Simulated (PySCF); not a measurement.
A structure optimised at PBE0-D3(BJ)/def2-TZVP, used in a PySCF frequency run:

```xyz
5

C      0.0000     0.0000     1.1886
C      0.0000     0.0000    -0.1876
N      0.0000     0.0000    -1.3523
H      0.0000     0.9360     1.7298
H      0.0000    -0.9360     1.7298
```
Charge 0, spin multiplicity 2.

Problem. Write its SMILES, formula and point group.

Solution. [CH2]C#N, C2H2N, C2v

Problem. What are its rotational constants (standard atomic weights)?

Solution. 286.14, 10.368, 10.005 GHz
